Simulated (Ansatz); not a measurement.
Born–Oppenheimer molecular dynamics of C2H6OSi (10 atoms, charge 0, multiplicity 1). It starts from a relaxed structure.

The calculation used RKS B3LYP-D4/6-31G (Ansatz).

* ensemble: NVT, Langevin thermostat
* time step: 0.5 fs
* steps asked: 400
* set temperature: 500 K
* friction: 0.05 /fs
* seed: 818423

First frame:

```xyz
10
Properties=species:S:1:pos:R:3
O -1.287 0.765 -1.708
Si -0.892 0.268 -0.104
C 0.409 -1.031 0.328
C 0.814 0.452 0.687
H -0.653 0.772 -2.442
H -2.143 0.419 0.680
H 0.995 -1.502 -0.460
H 0.231 -1.708 1.161
H 0.886 0.699 1.744
H 1.641 0.867 0.114
```

(1) How far do the bonds stretch over the last three quarters of this one trajectory? (Pairs bonded in most of those frames.)

## Answers

(1) 
```tsv
bond	mean (Å)	spread (Å)	shortest	longest
O1–Si2	1.755	0.046	1.67	1.83
O1–H5	0.979	0.039	0.90	1.06
Si2–C3	1.908	0.044	1.81	2.00
Si2–C4	1.914	0.050	1.82	1.99
Si2–H6	1.494	0.047	1.40	1.60
C3–C4	1.587	0.057	1.49	1.71
C3–H7	1.094	0.039	1.00	1.18
C3–H8	1.091	0.025	1.02	1.16
C4–H9	1.093	0.038	1.00	1.18
C4–H10	1.090	0.028	1.02	1.17
```

Mean temperature of the second half: 437 K. The mean temperature of the second half is 13 % below the set value. A run of 0.2 ps of so small a system gives no equilibrium averages. Limits of this set-up: no polarisation functions.

Time of the run: 12 min on 1 thread of Arm Neoverse V1, on a shared host, peak memory 0.095 GiB.
